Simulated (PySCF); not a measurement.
## SiO + 2 HBr → HSi(OH) + Br₂

Level: PBE0 in the def2-TZVP basis family, all electrons, no relativity, computed in PySCF with density fitting; open shells unrestricted.

```tsv
species	state and structure	E (Eh)	ZPE (kJ/mol)	H(298 K) − H(0) (kJ/mol)	S° (J/(mol K))
SiO	singlet, C∞v, Si–O 1.509 Å	-364.55822	7.6	8.7	211.5
HBr	singlet, C∞v, H–Br 1.421 Å	-2574.45811	16.0	8.7	198.5
HSi(OH)	singlet, Cs, O–H 0.960 Å, Si–H 1.548 Å, Si–O 1.653 Å; H–O–Si 118.9°, H–Si–O 97.8°	-365.73997	54.0	10.8	242.4
Br₂	singlet, D∞h, Br–Br 2.281 Å	-5147.70672	2.0	9.7	244.8
```

Problem. What is the electronic reaction energy?

Solution. At PBE0/def2-TZVP, ΔE = 72.9 kJ/mol from the differences of the total energies times 2625.5, uphill. 

Problem. Add zero-point, thermal and entropy terms for 298.15 K and 1 bar.

Solution. ΔZPE = 16.4 and Δ[H(298) − H(0)] = -5.6 kJ/mol give ΔH° = 83.7 kJ/mol. ΔS° = -121.3 J/(mol K), so ΔG° = 83.7 − 298.15 × (-0.1213) = 120 kJ/mol and log₁₀K = -21.0.

Only the bonding shown was studied: isomers, or loss of a ligand pair, can lie lower.
